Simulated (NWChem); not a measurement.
# H2TeSeO; SMILES [Te]([SeH])O

```xyz
5

Te     0.3197    -0.8425    -0.0041
O     -1.5573    -1.6210     0.0562
H     -1.8571    -1.6281    -0.8762
Se    -0.0633     1.6633    -0.0239
H     -0.1545     1.8526     1.4531
```
Atoms are numbered in this order, from 1.

Program: NWChem. All runs use the structure optimised with PBE-D3(BJ)/def2-SVP. def2 effective core potentials on Te; no spin-orbit coupling. Vertical excitations in the gas phase; the lowest state need not have the same character in each row.

| level | lowest excitation, singlet (eV) | oscillator strength of that lowest state | orbital gap (eV) |
|---|---|---|---|
| PBE/def2-SVP, full TDDFT | 3.16 | 0.000 | 2.78 |
| B3LYP/def2-SVP, full TDDFT | 3.28 | 0.000 | 4.26 |
| PBE0/def2-SVP, full TDDFT | 3.37 | 0.001 | 4.70 |
| LDA (Slater exchange, VWN5)/def2-SVP, full TDDFT | 3.08 | 0.000 | 2.68 |
